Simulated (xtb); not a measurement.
B(All)(H)2 (C3H7B), SMILES BCC=C. All values are semi-empirical tight-binding results from xtb (GFN2-xTB unless named), good for trends rather than for accurate numbers. The structure is a stationary point at GFN2-xTB. This is a generated structure with no PubChem entry under its InChIKey; it may be hypothetical. Other conformers were not sampled.

Optimised geometry:

```xyz
11

B      0.8853     0.2619     1.6937
C      0.0160    -0.5313     0.6518
C     -0.5573     0.2738    -0.4688
C     -0.2921     0.0727    -1.7463
H     -0.8142    -0.9494     1.2376
H      0.5511    -1.3950     0.2490
H     -1.2146     1.0815    -0.1727
H      0.3613    -0.7210    -2.0719
H     -0.7118     0.6890    -2.5232
H      1.5512    -0.3350     2.4474
H      0.8505     1.4291     1.7454
```
Charge 0, spin multiplicity 1.

* **orbital gap**: 3.57 eV
* **dipole moment**: 0.70 D
* **zero-point energy**: 55.2 kcal/mol
* **G − E(el) at 298.15 K (modified RRHO)**: 37.7 kcal/mol
* **static polarisability (D4 model)**: 51.1 bohr³
* **solvation energy, GFN2-xTB/ALPB(water)**: -1.3 kcal/mol
* **solvation energy, GFN2-xTB/ALPB(octanol)**: -3.5 kcal/mol

Computed IR lines (harmonic; lines under 4 % of the strongest left out, lines within 3 cm⁻¹ merged):
ν (cm⁻¹): 862 (vs), 887 (w), 927 (w), 1000 (w), 1055 (w), 1171 (w), 1194 (m), 1250 (w), 1301 (w), 1412 (w), 1436 (w), 1717 (w), 2641 (s), 2678 (s), 2893 (w), 2970 (w), 3052 (m), 3093 (w), 3120 (m) (against the strongest line: vs over 80 %, s over 45 %, m over 15 %, w over 4 %, vw less)

Computed atomic charges and the Wiberg bond orders between heavy atoms:
charges (e) B1 0.25, C2 -0.14, C3 -0.03, C4 -0.10, H5 0.06, H6 0.05, H7 0.03, H8 0.03, H9 0.03, H10 -0.09, H11 -0.09. Bond orders B1–C2 1.05, C2–C3 1.03, C3–C4 1.97.
